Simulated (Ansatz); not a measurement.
Mulliken charges of `[CH3][Mo](=[O])(=[O])[F]` from r2SCAN/def2-TZVPP in Ansatz (PBE0-D4/def2-TZVP geometry).

| atom | x (Å) | y (Å) | z (Å) | charge (e) |
| --- | --- | --- | --- | --- |
| C1 | -1.012 | -0.027 | 0.395 | -0.360 |
| Mo2 | 0.934 | 0.008 | -0.370 | 1.431 |
| O3 | 1.755 | -1.196 | 0.446 | -0.496 |
| O4 | 0.793 | -0.446 | -1.970 | -0.496 |
| F5 | 1.669 | 1.685 | -0.141 | -0.392 |
| H6 | -1.461 | -1.013 | 0.263 | 0.110 |
| H7 | -0.974 | 0.214 | 1.461 | 0.101 |
| H8 | -1.611 | 0.717 | -0.139 | 0.101 |

Task: By hand: the dipole of these point charges (1 e Å = 4.8032 D).

Result: Σ q r = (-0.639, 0.158, 0.302) e Å, of length 0.724 e Å = 3.48 D.

Task: How does the dipole of the full density compare? (Best estimate.)

Result: Computed: (-0.440, 0.196, 0.236) e Å, 2.58 D; the point charges give 1.35 times that, at 9° from its direction.

Point charges leave out the atoms' own dipoles, such as those of lone pairs, and Mulliken's split depends on the basis, so the two needn't agree.
